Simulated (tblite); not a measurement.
C₇H₇Cl (charge -1 and doublet state).
Structure used (GFN2-xTB), in Å, numbered top down from 1:
```
atom  x, y, z in Å
C1    -2.1719   -0.4540    0.0820
C2    -0.7133   -0.1312    0.0033
C3     0.2543   -1.2189   -0.1576
C4     1.6053   -0.9458   -0.1884
C5     2.1030    0.3340   -0.0784
C6     1.1677    1.4353    0.0757
C7    -0.1728    1.1295    0.1154
Cl8   -1.2703    2.5069    0.3227
H9    -2.4473   -0.8686    1.0637
H10   -2.7834    0.4331   -0.0834
H11   -2.4443   -1.2035   -0.6689
H12   -0.1231   -2.2286   -0.2555
H13    2.3038   -1.7746   -0.3060
H14    3.1652    0.5422   -0.1009
H15    1.5226    2.4522    0.1544
```

The geometry is computed with GFN2-xTB (gas phase). This method treats the open shell by occupation alone, without spin polarisation.

Take the most abundant isotopes and a rigid rotor. 

Question: Give the principal moments of inertia and the rotational constants in MHz.

Answer: Ia = 179.45, Ib = 332.55, Ic = 508.84 u·Å²; 505379 MHz·u·Å²/I gives A = 2816, B = 1520, C = 993.2 MHz.

Question: What kind of rotor is it?

Answer: An asymmetric top: κ = (2 × 1520 − 2816 − 993.2)/(2816 − 993.2) = -0.42.

Question: Is it planar, by Δ = Ic − Ia − Ib?

Answer: Not planar: Δ = Ic − Ia − Ib = -3.16 u·Å². For a rigid frame Δ = −2 Σ m c², so Σ m c² = 1.58 u·Å² lies off the ab plane: 1.57 from hydrogen and 0.01 from heavier atoms. The atom farthest from that plane is 1.02 Å away.

Question: Give the other two planar moments, Paa and Pbb, and the rms extents of the mass along the axes.

Answer: Paa = Σ m a² = (Ib + Ic − Ia)/2 = 330.97 and Pbb = Σ m b² = (Ia + Ic − Ib)/2 = 177.87 u·Å². With the mass M = 126.02 u, the rms extents √(P/M) along a, b and c are 1.62, 1.19, 0.11 Å.

For this open shell read J as N, the rotation without spin; fine and hyperfine splittings come on top. Its GFN2-xTB frequencies are all real (lowest 17 cm⁻¹). Whether the extra electron is bound in the gas phase wasn't checked; a finite basis holds it in any case. Constants of a rigid frame at the computed geometry: no zero-point averaging, no centrifugal distortion.
